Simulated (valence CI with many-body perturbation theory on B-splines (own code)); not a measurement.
E1 line list for Gd XXXII

Calculated by valence CI with perturbative core correlation (CI+MBPT): five valence electrons over a frozen Dirac-Fock core [Ar] 3d10, radial functions for each j: 9 s, 9 p, 8 d, 6 f, 3 g, 1 h, with the one-electron correlation potential Σ1, the two-electron term Σ2, the three-electron term Σ3, Breit, model QED; selected CI, second order for the rest (own B-spline code, finite nucleus).

The last digits are not significant, and no measured levels were compared; by estimate large intervals hold to a few tenths of a per cent, small ones and those within an open d or f shell to about a per cent. Among the levels kept, up to 250 cm⁻¹ of a level comes from second order outside the variational space, and about a tenth of that is noise between levels of different J, which matters for small intervals.

Lines 101 to 150 of 221 in falling wavelength, among levels below 1974000 cm⁻¹, chosen from the strongest by gf and those to the six lowest levels. Wavelengths and rates use the calculated energies. Electric multipoles are in the length gauge, E1 and E2 with the static RPA response of the core. Weak lines are less certain than strong ones. Lines between different terms over intervals too small for the method are left out, as are lines whose strength nearly cancels. Where a level lies close to another of its J and parity, the split of strength between their lines is uncertain. The highest levels of a list are the least certain.

Levels are named by their leading jj configuration (3d3/2^4 stands for four electrons in 3d with j = 3/2), which in mixed levels can hold well under half, so a name can repeat and another be missing. Letters in brackets count levels of one name in rising energy.

```
λ vac (nm)                               Upper                       Lower   A (s⁻¹)  log gf  Branch %
     11.83  (4s 4p1/2^2 4p3/2 4d3/2) J=3/2 [a]  (4s 4p1/2^2 4p3/2^2) J=1/2  1.39e+09   -1.93       5.7
     11.82      (4s 4p1/2^2 4p3/2 4d3/2) J=1/2  (4s 4p1/2^2 4p3/2^2) J=1/2  1.42e+09   -2.22       9.7
     11.51  (4s^2 4p1/2 4p3/2 4d3/2) J=3/2 [a]  (4s^2 4p1/2 4p3/2^2) J=1/2  4.00e+07   -3.50       0.4
     11.49  (4s^2 4p1/2 4p3/2 4d3/2) J=1/2 [a]  (4s^2 4p1/2 4p3/2^2) J=1/2  1.16e+09   -2.34       6.9
     11.49  (4s 4p1/2^2 4p3/2 4d3/2) J=5/2 [b]  (4s^2 4p1/2^2 4d5/2) J=5/2  1.40e+09   -1.78       1.4
     11.49  (4s 4p1/2^2 4p3/2 4d3/2) J=3/2 [b]  (4s 4p1/2^2 4p3/2^2) J=3/2  2.59e+09   -1.69       2.8
     11.44        (4s 4p1/2 4p3/2^3) J=3/2 [a]  (4s^2 4p1/2 4p3/2^2) J=5/2  1.60e+09   -1.90       3.9
     11.39      (4s 4p1/2^2 4p3/2 4d5/2) J=5/2  (4s^2 4p1/2^2 4d5/2) J=5/2  2.87e+09   -1.48       3.4
     11.25          (4s 4p1/2^2 4p3/2^2) J=5/2  (4s^2 4p1/2^2 4p3/2) J=3/2  8.16e+09   -1.03      45.1
     11.20      (4s 4p1/2^2 4p3/2 4d5/2) J=3/2  (4s 4p1/2^2 4p3/2^2) J=3/2  1.59e+10   -0.92      17.4
     11.07      (4s 4p1/2^2 4p3/2 4d3/2) J=1/2  (4s^2 4p1/2^2 4d3/2) J=3/2  1.84e+09   -2.17      12.6
     11.07  (4s 4p1/2^2 4p3/2 4d3/2) J=3/2 [b]  (4s 4p1/2^2 4p3/2^2) J=1/2  1.02e+09   -2.13       1.1
     11.02  (4s^2 4p1/2 4p3/2 4d3/2) J=5/2 [a]  (4s^2 4p1/2 4p3/2^2) J=5/2  4.55e+09   -1.30      61.5
     11.00        (4s 4p1/2 4p3/2^3) J=3/2 [a]  (4s^2 4p1/2 4p3/2^2) J=3/2  2.65e+10   -0.72      65.3
     10.95  (4s^2 4p1/2 4p3/2 4d3/2) J=3/2 [a]  (4s^2 4p1/2 4p3/2^2) J=5/2  3.12e+09   -1.65      31.9
     10.84  (4s 4p1/2^2 4p3/2 4d3/2) J=5/2 [b]  (4s 4p1/2^2 4p3/2^2) J=3/2  2.38e+10   -0.60      23.9
     10.80      (4s 4p1/2^2 4p3/2 4d5/2) J=3/2  (4s 4p1/2^2 4p3/2^2) J=1/2  1.92e+09   -1.87       2.1
     10.75      (4s 4p1/2^2 4p3/2 4d5/2) J=5/2  (4s 4p1/2^2 4p3/2^2) J=3/2  1.61e+09   -1.78       1.9
     10.68  (4s^2 4p1/2 4p3/2 4d3/2) J=5/2 [b]  (4s^2 4p1/2 4p3/2^2) J=5/2  1.79e+10   -0.74      75.1
     10.67          (4s^2 4p1/2^2 4d3/2) J=3/2  (4s^2 4p1/2^2 4p3/2) J=3/2  6.36e+09   -1.36      58.4
     10.65                  (4s 4p3/2^4) J=1/2        (4s^2 4p3/2^3) J=3/2  4.44e+10   -0.82      32.7
     10.61  (4s^2 4p1/2 4p3/2 4d3/2) J=5/2 [a]  (4s^2 4p1/2 4p3/2^2) J=3/2  8.78e+07   -3.05       1.2
     10.54  (4s^2 4p1/2 4p3/2 4d3/2) J=3/2 [a]  (4s^2 4p1/2 4p3/2^2) J=3/2  3.98e+09   -1.58      40.8
     10.54  (4s 4p1/2^2 4p3/2 4d3/2) J=5/2 [a]  (4s 4p1/2^2 4p3/2^2) J=5/2  6.90e+09   -1.16      37.0
     10.53  (4s^2 4p1/2 4p3/2 4d3/2) J=1/2 [a]  (4s^2 4p1/2 4p3/2^2) J=3/2  3.09e+09   -1.99      18.5
     10.51  (4s 4p1/2^2 4p3/2 4d3/2) J=3/2 [a]  (4s 4p1/2^2 4p3/2^2) J=5/2  8.25e+09   -1.26      33.6
     10.48      (4s^2 4p1/2 4p3/2 4d3/2) J=7/2  (4s^2 4p1/2 4p3/2^2) J=5/2  1.21e+08   -2.80     100.0
     10.47            (4s 4p1/2 4p3/2^3) J=1/2  (4s^2 4p1/2 4p3/2^2) J=1/2  2.21e+10   -1.14       8.6
     10.41  (4s 4p1/2^2 4p3/2 4d3/2) J=3/2 [b]  (4s^2 4p1/2^2 4d3/2) J=3/2  5.52e+10   -0.45      59.5
     10.38      (4s 4p1/2^2 4p3/2 4d3/2) J=7/2  (4s 4p1/2^2 4p3/2^2) J=5/2  9.54e+08   -1.91       9.9
     10.29  (4s^2 4p1/2 4p3/2 4d3/2) J=5/2 [b]  (4s^2 4p1/2 4p3/2^2) J=3/2  9.48e+08   -2.04       4.0
     10.20        (4s 4p1/2 4p3/2^3) J=3/2 [b]  (4s^2 4p1/2 4p3/2^2) J=1/2  1.12e+10   -1.15       2.9
     10.17      (4s 4p1/2^2 4p3/2 4d5/2) J=3/2  (4s^2 4p1/2^2 4d3/2) J=3/2  1.18e+09   -2.14       1.3
     10.06          (4s^2 4p3/2^2 4d3/2) J=1/2        (4s^2 4p3/2^3) J=3/2  9.31e+08   -2.55       0.2
     10.06  (4s^2 4p1/2 4p3/2 4d5/2) J=7/2 [a]  (4s^2 4p1/2 4p3/2^2) J=5/2  3.32e+08   -2.39      99.9
     10.05          (4s 4p1/2^2 4p3/2^2) J=1/2  (4s^2 4p1/2^2 4p3/2) J=3/2  7.66e+10   -0.63      85.0
     10.01      (4s^2 4p3/2^2 4d3/2) J=3/2 [a]        (4s^2 4p3/2^3) J=3/2  4.12e+04   -6.61       0.0
     9.959          (4s^2 4p3/2^2 4d3/2) J=5/2        (4s^2 4p3/2^3) J=3/2  5.38e+09   -1.32       0.8
     9.957  (4s^2 4p1/2 4p3/2 4d3/2) J=3/2 [b]  (4s^2 4p1/2 4p3/2^2) J=1/2  1.50e+08   -3.05       0.0
     9.908  (4s 4p1/2^2 4p3/2 4d3/2) J=3/2 [b]  (4s 4p1/2^2 4p3/2^2) J=5/2  5.89e+09   -1.46       6.3
     9.872  (4s 4p1/2^2 4p3/2 4d3/2) J=5/2 [b]  (4s^2 4p1/2^2 4d3/2) J=3/2  3.36e+10   -0.53      33.9
     9.798      (4s 4p1/2^2 4p3/2 4d5/2) J=5/2  (4s^2 4p1/2^2 4d3/2) J=3/2  6.40e+09   -1.26       7.6
     9.760        (4s 4p1/2 4p3/2^3) J=3/2 [b]  (4s^2 4p1/2 4p3/2^2) J=5/2  1.12e+11   -0.19      28.7
     9.730          (4s 4p1/2^2 4p3/2^2) J=3/2  (4s^2 4p1/2^2 4p3/2) J=3/2  1.55e+11   -0.05      91.0
     9.693      (4s 4p1/2^2 4p3/2 4d5/2) J=3/2  (4s 4p1/2^2 4p3/2^2) J=5/2  4.79e+10   -0.57      52.4
     9.669            (4s 4p1/2 4p3/2^3) J=1/2  (4s^2 4p1/2 4p3/2^2) J=3/2  1.03e+11   -0.54      40.2
     9.665  (4s^2 4p1/2 4p3/2 4d3/2) J=1/2 [b]  (4s^2 4p1/2 4p3/2^2) J=1/2  3.47e+07   -4.01       0.0
     9.620  (4s^2 4p1/2 4p3/2 4d3/2) J=5/2 [c]  (4s^2 4p1/2 4p3/2^2) J=5/2  2.15e+09   -1.75       0.4
     9.537  (4s^2 4p1/2 4p3/2 4d3/2) J=3/2 [b]  (4s^2 4p1/2 4p3/2^2) J=5/2  2.38e+08   -2.89       0.0
     9.453  (4s^2 4p1/2 4p3/2 4d5/2) J=3/2 [a]  (4s^2 4p1/2 4p3/2^2) J=1/2  3.09e+09   -1.78       0.6
```
